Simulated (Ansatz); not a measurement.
A structure relaxed at r2SCAN-D4/def2-SVP in Ansatz, charge 0, singlet:

```xyz
5

Si    0.1040   -1.9424    0.3275
Si   -0.1686    0.2701    1.1566
N    -0.7338    1.5250   -1.5466
N    -0.4336    0.9137   -0.6510
O     1.2320   -0.7664    0.7135
```

**Question.** Give its formula.

**Answer.** the cluster Si2N2O (the lowest singlet isomer of a short search).

**Question.** Summarise the bond lengths by kind (pairs closer than 1.2 times the sum of covalent radii, bridged metal pairs left out).

**Answer.** 2 × O–Si 1.67 to 1.80 Å; 1 × Si–Si 2.38 Å; 1 × N–N 1.13 Å; 1 × N–Si 1.94 Å.

The structure comes from a short search, and lower isomers may exist.
